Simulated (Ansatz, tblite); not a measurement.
Forces on Ti3F2 at its PBE0-D4/def2-SVP geometry. Charge 0, multiplicity 1.

The xTB rows come from tblite. The restricted singlet is unstable towards broken spin symmetry in Hartree–Fock (as tested in another run); at PBE-D4/def2-TZVP this wasn't settled. Another isomer (triplet) lies 0.99 eV lower at PBE0-D4/def2-TZVP; other spin states weren't run for this one.

GFN1-xTB (tblite), largest force 5.75 eV/Å:

```xyz
5
positions Å, forces eV/Å
Ti   -0.103   -1.514    1.059    1.560   -4.540    3.158
Ti   -0.731   -0.631   -1.057   -0.055    0.305   -4.816
Ti   -0.713    0.782    0.966    0.002    4.625    1.372
F     0.787    1.722    1.006   -0.753   -0.212    0.119
F     0.760   -0.359   -1.972   -0.753   -0.177    0.167
```

GFN2-xTB (tblite), largest force 8.80 eV/Å:

```
Ti 2.845 -6.840 4.753
Ti -2.313 -0.193 -7.019
Ti -2.225 6.540 2.626
F 0.849 0.411 0.055
F 0.844 0.083 -0.415
```

PBE-D4/def2-TZVP (Ansatz), largest force 1.20 eV/Å:

```
Ti 0.474 -0.639 0.443
Ti -1.016 -0.236 -0.597
Ti -1.007 0.487 0.440
F 0.776 0.272 -0.032
F 0.773 0.117 -0.253
```
